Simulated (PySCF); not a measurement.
Species: C₃H₈N₂OSi.
Numbering: `[H]/[N:7]=[CH:6]/[SiH2:5][NH:4][C:2]([CH3:1])=[O:3]` (hydrogens: H8, H9, H10 on C1; H11 on N4; H12, H13 on Si5; H14 on C6; H15 on N7)

The same species was optimised twice, with GFN2-xTB and with PBE0-D3(BJ)/def2-SVP (PySCF), and the same property calculations (PySCF, gas phase) were run on both structures.

```
      coordinate  GFN2-xTB  PBE0-D3(BJ)/def2-SVP  change
       C6=N7 (Å)     1.258                 1.274  +0.016
       C2–N4 (Å)     1.351                 1.364  +0.013
      N4–Si5 (Å)     1.741                 1.754  +0.013
       C2=O3 (Å)     1.214                 1.219  +0.005
      Si5–C6 (Å)     1.901                 1.902  +0.001
       C1–C2 (Å)     1.508                 1.508   0.000
   C2–N4–Si5 (°)     116.2                 119.2    +3.0
   Si5–C6–N7 (°)     119.8                 117.2    -2.6
    C1–C2–O3 (°)     124.3                 123.2    -1.1
    O3–C2–N4 (°)     119.0                 119.9    +0.9
   N4–Si5–C6 (°)     101.2                 100.4    -0.8
    C1–C2–N4 (°)     116.6                 116.9    +0.3
C1–C2–N4–Si5 (°)       180                  -179      +1
C2–N4–Si5–C6 (°)       179                   180      +1
N4–Si5–C6–N7 (°)         0                     1      +1
```

Rotational constants: A = 4651, B = 1241, C = 997.0 MHz (GFN2-xTB) against A = 4493, B = 1239, C = 988.6 MHz (PBE0-D3(BJ)/def2-SVP).

On the GFN2-xTB structure: isotropic polarisability (au) 79.4 [CAM-B3LYP/def2-SVPD]; HOMO (eV) -8.79 [CAM-B3LYP/def2-SVPD]; LUMO (eV) 0.17 [CAM-B3LYP/def2-SVPD]; dipole (D) 3.44 [CAM-B3LYP/def2-SVPD]; HOMO (eV) -7.30 [PBE0/pcSseg-1]; LUMO (eV) -0.86 [PBE0/pcSseg-1]; dipole (D) 3.47 [PBE0/pcSseg-1]; GIAO shielding of C1 (ppm) 162.9 [PBE0/pcSseg-1]; GIAO shielding of C2 (ppm) 8.4 [PBE0/pcSseg-1]; GIAO shielding of O3 (ppm) -118.6 [PBE0/pcSseg-1]; GIAO shielding of N4 (ppm) 154.2 [PBE0/pcSseg-1]; GIAO shielding of Si5 (ppm) 404.9 [PBE0/pcSseg-1]; GIAO shielding of C6 (ppm) -5.0 [PBE0/pcSseg-1]; GIAO shielding of N7 (ppm) -150.8 [PBE0/pcSseg-1].

Task: What do these properties become on the PBE0-D3(BJ)/def2-SVP structure?

Result: 
```json
{"property": "isotropic polarisability (au)", "level": "CAM-B3LYP/def2-SVPD", "on GFN2-xTB": "79.4", "on PBE0-D3(BJ)/def2-SVP": "80.9", "change": "+1.5"}
{"property": "HOMO (eV)", "level": "CAM-B3LYP/def2-SVPD", "on GFN2-xTB": "-8.79", "on PBE0-D3(BJ)/def2-SVP": "-8.94", "change": "-0.15"}
{"property": "LUMO (eV)", "level": "CAM-B3LYP/def2-SVPD", "on GFN2-xTB": "0.17", "on PBE0-D3(BJ)/def2-SVP": "0.00", "change": "-0.17"}
{"property": "dipole (D)", "level": "CAM-B3LYP/def2-SVPD", "on GFN2-xTB": "3.44", "on PBE0-D3(BJ)/def2-SVP": "3.80", "change": "+0.36"}
{"property": "energy, GFN2-xTB geometry as zero (kcal/mol)", "level": "CAM-B3LYP/def2-SVPD", "on GFN2-xTB": "0.0", "on PBE0-D3(BJ)/def2-SVP": "-1.4", "change": "-1.4"}
{"property": "HOMO (eV)", "level": "PBE0/pcSseg-1", "on GFN2-xTB": "-7.30", "on PBE0-D3(BJ)/def2-SVP": "-7.41", "change": "-0.11"}
{"property": "LUMO (eV)", "level": "PBE0/pcSseg-1", "on GFN2-xTB": "-0.86", "on PBE0-D3(BJ)/def2-SVP": "-1.04", "change": "-0.18"}
{"property": "dipole (D)", "level": "PBE0/pcSseg-1", "on GFN2-xTB": "3.47", "on PBE0-D3(BJ)/def2-SVP": "3.80", "change": "+0.33"}
{"property": "energy, GFN2-xTB geometry as zero (kcal/mol)", "level": "PBE0/pcSseg-1", "on GFN2-xTB": "0.0", "on PBE0-D3(BJ)/def2-SVP": "-1.5", "change": "-1.5"}
{"property": "GIAO shielding of C1 (ppm)", "level": "PBE0/pcSseg-1", "on GFN2-xTB": "162.9", "on PBE0-D3(BJ)/def2-SVP": "160.7", "change": "-2.2"}
{"property": "GIAO shielding of C2 (ppm)", "level": "PBE0/pcSseg-1", "on GFN2-xTB": "8.4", "on PBE0-D3(BJ)/def2-SVP": "7.7", "change": "-0.7"}
{"property": "GIAO shielding of O3 (ppm)", "level": "PBE0/pcSseg-1", "on GFN2-xTB": "-118.6", "on PBE0-D3(BJ)/def2-SVP": "-130.8", "change": "-12.2"}
{"property": "GIAO shielding of N4 (ppm)", "level": "PBE0/pcSseg-1", "on GFN2-xTB": "154.2", "on PBE0-D3(BJ)/def2-SVP": "153.4", "change": "-0.8"}
{"property": "GIAO shielding of Si5 (ppm)", "level": "PBE0/pcSseg-1", "on GFN2-xTB": "404.9", "on PBE0-D3(BJ)/def2-SVP": "403.6", "change": "-1.3"}
{"property": "GIAO shielding of C6 (ppm)", "level": "PBE0/pcSseg-1", "on GFN2-xTB": "-5.0", "on PBE0-D3(BJ)/def2-SVP": "-11.2", "change": "-6.2"}
{"property": "GIAO shielding of N7 (ppm)", "level": "PBE0/pcSseg-1", "on GFN2-xTB": "-150.8", "on PBE0-D3(BJ)/def2-SVP": "-150.7", "change": "+0.1"}
```

The heavy atoms differ by 0.053 Å rms after alignment. Among bonds between heavy atoms C6=N7 changes most (+0.016 Å). Changes are differences of the printed values. Neither structure is proved a minimum here.

Shape of the structure used: `[H]/[N:7]=[CH:6]/[SiH2:5][NH:4][C:2]([CH3:1])=[O:3]`: C1–C2–N4–Si5 -179°, C2–N4–Si5–C6 180°, N4–Si5–C6–N7 1°.
